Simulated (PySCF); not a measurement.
## Computed properties of Ga(H)(Me)(NH2) (CH6GaN), SMILES [CH3][GaH][NH2]

CH6GaN, SMILES [NH2][GaH][CH3]. The structure is a stationary point at B3LYP-D3(BJ)/def2-SVP. The values are those of a single conformer. All values are computed for the isolated molecule unless a solvent is named; none is compared with measurement here.

**Structure.** The optimised structure has Cs symmetry. All 21 harmonic modes at B3LYP-D3(BJ)/def2-SVP (PySCF) are real, so it is a minimum. With heavy atoms numbered as in [GaH:1]([CH3:3])[NH2:7], the shortest bond between them is Ga1–N7 at 1.824 Å and the longest Ga1–C3 at 1.975 Å.

**Vibrations.** The strongest infrared lines (harmonic, unscaled, degenerate partners summed) lie at 1953 cm⁻¹ (195 km/mol, H 99 %), 309 cm⁻¹ (158 km/mol, H 78 %, N 17 %), 745 cm⁻¹ (102 km/mol, H 79 %, N 18 %). The softest mode is at 68 cm⁻¹ and the zero-point energy is 42.2 kcal/mol.

**Electronic structure.** B3LYP/def2-TZVPD (PySCF) places the frontier levels at -7.00 and -0.63 eV, a gap of 6.37 eV, and gives a dipole moment of 0.69 D and a mean polarisability of 54.6 bohr³.

**Excitations.** TDDFT-B3LYP/def2-SVPD (PySCF) has S1 at 5.91 eV (210 nm, f = 0.100, bright); the most intense of the 10 singlets computed lies at 7.61 eV (f = 0.15). T1 (TDA) is at 4.72 eV. No vertical singlet excitation falls in the visible range (under 3.1 eV).

**NMR.** GIAO shifts at PBE0/pcSseg-1 (PySCF) (non-relativistic, atoms alike by connectivity averaged): ¹³C at -4.0 ppm against TMS; ¹H from 0.3 to 5.5 ppm against TMS.
